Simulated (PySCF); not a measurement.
Zr(Cl)2(SH)2 (Cl2H2S2Zr), SMILES [SH][Zr]([Cl])([Cl])[SH], multiplicity 1.

Coordinates come from a r2SCAN-D4/def2-SVP optimisation. The spin state was assumed, not searched. The def2 effective core potentials stand for the cores of Zr; spin–orbit coupling is left out. The values are those of a single conformer.

Computed with ωB97X/def2-TZVP in PySCF.

The molecule is in vacuum.

**Question.** Estimate the frontier levels, gap, dipole moment and polarisability. (The exact figures need the calculation; the answer reports its results.)

**Answer.** 
```yaml
highest_occupied_level: -10.47 eV
lowest_empty_level: -0.62 eV
orbital_gap: 9.85 eV
dipole_moment: 0.74 D
quadrupole, principal values (traceless, Buckingham form, about the centre of nuclear charge): -5.39, -1.63, 7.02 D·Å
mean_static_polarisability: 105.0 bohr³ (15.57 Å³)
polarisability_principal_values: 99.1, 104.3, 111.8 bohr³
```
